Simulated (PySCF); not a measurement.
Isomers of CH5BSi. Gas-phase values, no solvent. One relaxed conformer stands for each flexible species; it need not be the lowest. Strings in code marks are SMILES.

Level of theory: PBE-D3(BJ)/def2-TZVP // B3LYP-D3(BJ)/def2-TZVP (PySCF). All candidates: neutral, multiplicity 1. 

The HOMO is -6.05 eV, the HOMO–LUMO gap is 2.22 eV and the LUMO is -3.83 eV.

Q: Identify which member has these values.
A) `CB=[SiH2]`
B) `B[SiH]=C`
C) `[H]/B=C\[SiH3]`
D) `B1C[SiH2]1`

A: B, `B[SiH]=C`. The others give `CB=[SiH2]`: -4.77 eV, 1.65 eV, -3.12 eV; `B1C[SiH2]1`: -5.95 eV, 3.58 eV, -2.36 eV; `[H]/B=C\[SiH3]`: -5.96 eV, 3.56 eV, -2.40 eV
